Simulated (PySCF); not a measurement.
Correlation energy of Bi²⁺ (bismuth, charge +2)

[Xe] 4f14 5d10 6s1 6p2, high-spin 4P determinant (an excited configuration). All numbers are calculated (PySCF 2.14, scalar relativity through the core potential, in aug-cc-pVTZ-PP with ECP60MDF (6s5p4d2f, 55 functions)). Frozen: 5s2 5p6 5d10; 3 electrons correlated.

| level | correlation energy (mhartree) |
| --- | --- |
| CCSD | -8.92 |
| (T) | -0.04 |
| CCSD(T) | -8.96 |

Diagnostics: T1 = 0.0019, D1 = 0.0033, largest double amplitude 0.028.

Task: Is a single reference adequate?

Result: Yes, within this model without spin-orbit coupling: T1 lies below 0.03 and no double amplitude reaches 0.07.

Spin-orbit coupling is strong in this species, so the high-spin LS determinant is a model state.
